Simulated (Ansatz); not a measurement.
`C#CC[SiH2]F` and `C#CCCCl` differ in one atom or group.

Ansatz, PBE0-D4/def2-TZVP geometries, multiplicity 1. Each molecule was computed in one conformer, which needn't be the lowest.

```json
{"property": "LUMO energy (B3LYP/def2-TZVPP) / eV", "`C#CC[SiH2]F`": "-0.01"}
{"property": "HOMO energy (PBE/def2-TZVPP) / eV", "`C#CC[SiH2]F`": "-6.54"}
{"property": "HOMO–LUMO gap (PBE0/def2-TZVPP) / eV", "`C#CC[SiH2]F`": "7.93"}
{"property": "size of the dipole moment (PBE/def2-TZVPP) / D", "`C#CC[SiH2]F`": "0.80"}
{"property": "LUMO energy (PBE/def2-TZVPP) / eV", "`C#CC[SiH2]F`": "-0.73"}
{"property": "LUMO energy (PBE0/def2-TZVPP) / eV", "`C#CC[SiH2]F`": "0.20"}
```

What does the change do to each property? (Best estimate.)

The calculation gave: 
| property | `C#CCCCl` | shift |
| --- | --- | --- |
| LUMO energy (B3LYP/def2-TZVPP) / eV | 0.00 | 0.01 |
| HOMO energy (PBE/def2-TZVPP) / eV | -6.82 | -0.28 |
| HOMO–LUMO gap (PBE0/def2-TZVPP) / eV | 8.32 | 0.39 |
| size of the dipole moment (PBE/def2-TZVPP) / D | 1.23 | 0.43 |
| LUMO energy (PBE/def2-TZVPP) / eV | -0.78 | -0.05 |
| LUMO energy (PBE0/def2-TZVPP) / eV | 0.26 | 0.06 |

With PBE0 the HOMO falls by 0.34 eV and the LUMO rises by 0.06 eV, so the gap widens by about 0.40 eV. PBE moves the HOMO by -0.28 eV and ωB97M-V by -0.39 eV. Dipoles are sizes alone; their direction can turn.

B3LYP here is the variant with VWN-RPA as its local correlation; programs differ in this.
